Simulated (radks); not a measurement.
Spherical quantum dot in the effective-mass picture: electrons in a well V = -V0 / (1 + exp((r - R)/a)) with V0 = 17.5, R = 3.19, a = 0.19, with a point charge +2 (a donor) at the centre, all in effective atomic units (hartree* = m*/eps^2 hartree, bohr* = eps/m* bohr), one dielectric constant everywhere. Calculated with a radial shooting solver with Libxc functionals: non-relativistic Kohn-Sham, exchange-only LDA, spin-polarised, spherical densities. Levels are named by radial order and angular momentum (1s, 1p, 1d, 2s, ...), and open shells are averaged over m. Results are scaled to m* = 0.029 and eps = 7.1, for which hartree* = 15.65 meV and bohr* = 12.96 nm. Each electron was tried in the lowest free levels, single moves between levels near the top were tried too, and the lowest total energy was kept; such a search can miss a lower state. At N = 1 the Hartree and exchange-correlation terms need not cancel, so that row can carry a self-interaction error.

N	open shells	2S	E (meV)	mu = E(N) - E(N-1) (meV)	addition energy mu(N+1) - mu(N) (meV)	e(HOMO) (meV)	rms radius (nm)
1	1s(up 1, down 0)	1	-303.799	-303.80	17.81	-296.91	11.29
2	none	0	-589.786	-285.99	27.87	-280.82	13.24
3	1p(up 1, down 0)	1	-847.902	-258.12	6.608	-254.90	17.58
4	1p(up 2, down 0)	2	-1099.41	-251.51	6.880	-248.08	19.61
5	1p(up 3, down 0)	3	-1344.04	-244.63	9.691	-241.17	20.90
6	1p(up 3, down 1)	2	-1578.97	-234.94	6.116	-231.98	21.88
7	1p(up 3, down 2)	1	-1807.80	-228.82	6.447	-225.62	22.62
8	none	0	-2030.17	-222.37	10.86	-219.12	23.23
9	2s(up 1, down 0)	1	-2241.69	-211.52	8.600	-208.02	23.75
10	none	0	-2444.60	-202.92	10.08	-199.11	24.09
11	1d(up 1, down 0)	1	-2637.44	-192.84	6.114	-189.78	24.61
12	1d(up 2, down 0)	2	-2824.16	-186.72	6.137	-183.66	25.06
13	1d(up 3, down 0)	3	-3004.74	-180.58	6.146	-177.51	25.45
14	1d(up 4, down 0)	4	-3179.18	-174.44	6.146	-171.36	25.80
15	1d(up 5, down 0)	5	-3347.47	-168.29	8.151	-165.22	26.11
16	1d(up 5, down 1)	4	-3507.61	-160.14	5.935	-157.18	26.39
17	1d(up 5, down 2)	3	-3661.82	-154.21	5.966	-151.23	26.65
18	1d(up 5, down 3)	2	-3810.06	-148.24	5.982	-145.25	26.90
19	1d(up 5, down 4)	1	-3952.32	-142.26	5.989	-139.26	27.12
20	none	0	-4088.58	-136.27	16.45	-133.27	27.33
21	1f(up 1, down 0)	1	-4208.40	-119.82	5.826	-116.90	27.56
22	1f(up 2, down 0)	2	-4322.39	-113.99	5.831	-111.08	27.78
23	1f(up 3, down 0)	3	-4430.55	-108.16	5.832	-105.24	27.98
24	1f(up 4, down 0)	4	-4532.88	-102.33	5.830	-99.413	28.17
25	1f(up 5, down 0)	5	-4629.38	-96.498	5.827	-93.583	28.35
26	1f(up 6, down 0)	6	-4720.05	-90.670	-	-87.758	28.52

All shells are closed at N = 2, 8, 10, 20 (there: 1s2 1p6 1d10 2s2); the second difference of the energy has clear peaks (12 % above both neighbours; the first and last values, which can be the largest, are not judged, and half-filled shells can peak too) at N = 2, 5, 8, 10, 15, 20.
